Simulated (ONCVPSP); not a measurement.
What the settings do to the ONCV potential of nickel (Ni)

Base potential:

```json
{"Element": "Ni (Z = 28)", "Generator": "ONCVPSP 4.0.1", "Type": "optimised norm-conserving Vanderbilt (ONCV)", "Functional": "PBE", "Relativity": "scalar-relativistic", "Frozen core": "[Ne]", "Valence charge": "18", "Reference configuration": "3s2 3p6 3d8 4s2", "Partial waves": "3s+4s: rc 1.40 bohr, ncon 4, nbas 7, qcut 9.4 1/bohr, 3 projectors, debl 1.6 Ha; 3p: rc 1.15 bohr, ncon 4, nbas 9, qcut 15 1/bohr, 3 projectors, debl 2 Ha; 3d: rc 1.05 bohr, ncon 4, nbas 9, qcut 12.3 1/bohr, 2 projectors, debl 1 Ha", "Local potential": "polynomial inside 0.70 bohr (lpopt 5, dvloc0 0 Ha)", "Core correction": "Teter function, parameters optimised by the program"}
```

In the p channel the program set the typed energies aside and used -2.623, 0.250, 2.250 Ha.

Cutoffs, loose and tight: the cutoffs (Ha) at which the residual kinetic energy of the hardest occupied pseudo-wave falls to 1 and 0.1 mHa per electron. They do not see the model core or the augmentation charge, which bear on the density cutoff. Test errors are all-electron minus pseudo excitation energies from the reference, over the configurations 3s2 3p6 3d8 4s1; 3s2 3p6 3d8 4s0; 3s2 3p6 3d7 4s0; 3s2 3p6 3d8.5 4s1.5. A dash means not determined; rows that change the core or the reference have their own tests.

| change | outcome | cutoff, loose | cutoff, tight | bound ghosts | GHOST(+) flags above zero | largest test error (meV) |
| --- | --- | --- | --- | --- | --- | --- |
| base | generated, projector energies reset by the program | 70 Ha | 170 Ha | none | s | -4.9 |
| d: debl 0.55 | generated, projector energies reset by the program | 70 Ha | 170 Ha | none | s | -4.9 |
| reference 3s2 3p6 3d8 4s1.5 4p0.5; wave 3p: rc 1.15 bohr, ncon 4, nbas 9, qcut 15 1/bohr, 3 projectors, debl 2 Ha becomes 3p+4p: rc 1.15 bohr, ncon 4, nbas 9, qcut 15 1/bohr, 3 projectors, debl 2 Ha | generated | 70 Ha | 171 Ha | none | s | +12 |
| local potential polynomial inside 0.70 bohr (lpopt 5, dvloc0 7.5 Ha) | generated, projector energies reset by the program | 70 Ha | 170 Ha | none | none | -4.9 |
| s: qcut 10.1 | generated, projector energies reset by the program | 70 Ha | 170 Ha | none | none | -4.8 |
| d: nproj 0; local potential the d channel | generated, projector energies reset by the program | 70 Ha | 170 Ha | none | s | -34 |
| p: qcut 10.1 | generated, projector energies reset by the program | 70 Ha | 170 Ha | none | s | -5.2 |
| core correction Teter function, fcfact 5.5, rcfact 1.15 | generated, projector energies reset by the program | 70 Ha | 170 Ha | none | s | -5.0 |
| p: rc 1.18 | generated, projector energies reset by the program | 70 Ha | 170 Ha | none | s | -4.8 |

(1) What comes out with this change to the base: s: rc 1.16?

(2) What comes out with this change to the base: d: ncon 3, nbas 8?

(3) What comes out with this change to the base: s: qcut 9; p: qcut 14.3; d: qcut 11.8?

Answers

(1) outcome: generated, projector energies reset by the program; cutoff, loose: 70 Ha; cutoff, tight: 170 Ha; bound ghosts: none; GHOST(+) flags above zero: s; largest test error (meV): -13.

(2) outcome: generated, projector energies reset by the program; cutoff, loose: 67 Ha; cutoff, tight: 82 Ha; bound ghosts: none; GHOST(+) flags above zero: s; largest test error (meV): -24.

(3) outcome: generated, projector energies reset by the program; cutoff, loose: 69 Ha; cutoff, tight: 251 Ha; bound ghosts: none; GHOST(+) flags above zero: s; largest test error (meV): -4.7.
